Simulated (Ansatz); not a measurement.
Z-matrix (Å, degrees):
```
C
C 1 1.524
H 1 1.093 2 111.3
H 1 1.093 2 111.4 3 -120.1
H 1 1.092 2 111.1 3 119.6
Si 2 1.872 1 114.2 3 -60.2
H 2 1.097 1 110.8 3 60.5
H 2 1.096 1 110.7 3 177.8
Se 6 2.286 2 112.7 1 -59.0
H 6 1.487 2 111.0 1 56.4
H 6 1.487 2 110.3 1 177.8
H 9 1.470 6 93.1 2 -66.0
```

The species carries charge 0 and has multiplicity 1.

Question: List the PBE/def2-TZVPP orbital energies in eV (the Gaussian-basis code of Ansatz). (An estimate is asked.)

Answer: The calculation gave: Occupied: -12302.09, -1779.89, -1562.08, -1402.86, -1402.83, -1402.77, -268.95, -268.83, -205.07, -150.41, -150.31, -150.13, -137.60, -94.38, -94.31, -94.29, -53.52, -53.50, -53.36, -53.28, -53.26, -18.96, -17.42, -15.40, -12.57, -11.04, -10.38, -9.75, -9.15, -8.63, -8.16, -7.72, -7.33, -5.78. Lowest empty: -0.68, -0.48, 0.09, 0.62, 0.97, 1.14, 1.65, 1.83.
